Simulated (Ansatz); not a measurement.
`N=CC[SiH3]` + `C=C` → `C=CC=N` + `C[SiH3]`  (formal exchange of groups at a C–C bond)

Program: Ansatz. Geometries: PBE0-D4/def2-TZVP. ΔE: electronic, gas phase. CBS: MP2 limit from def2 TZ/QZ plus the TZ coupled-cluster correction, frozen cores. This one scheme is used for every species. DFT in def2-TZVPP. Each species was taken in one conformer, which may not be the lowest.

```tsv
level	ΔE (kJ/mol)
PBE-D4	-16.7
r2SCAN0-D4	-16.1
ωB97X-V	-13.9
BHLYP	-15.6
RPA@PBE/def2-TZVPP	-13.3
CCSD(T)/def2-SVP	-16.6
CCSD(T)/def2-TZVPP	-14.6
MP2/CBS(def2)	-15.1
```

What does CCSD(T)/CBS give? (Best estimate.)

Ansatz gave: -13.9 kJ/mol. The listed levels differ from it by -2.8, -2.2, 0.0, -1.7, 0.6, -2.7, -0.7, -1.2 kJ/mol.

Largest T1 diagnostic among the species: 0.012.

Leaving LDA and LC-ωPBE aside and taking each functional with its dispersion term where it has one, the values, not all of them listed here, spread over 6.0 kJ/mol, from B97M-V to BHLYP-D4.
